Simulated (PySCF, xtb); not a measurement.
Sn(Cl)(SH)3 (ClH3S3Sn), SMILES [SH][Sn]([SH])([Cl])[SH].

GFN2-xTB run with xtb 6.7.1 at its own geometry gives an orbital gap of 1.26 eV and a dipole moment of 3.96 D.

The structure is a stationary point at B3LYP-D3(BJ)/def2-SVP. The structure was generated by enumeration; whether it is a known compound was not checked. The def2 effective core potentials stand for the cores of Sn; spin–orbit coupling is left out. The values are those of a single conformer.

### Question
What does PBE/def2-TZVP (PySCF) give? (An estimate is asked for; the answer gives what the named calculation found.)

### Answer
gap 3.23 eV (levels -6.74 and -3.51 eV), dipole 2.53 D.
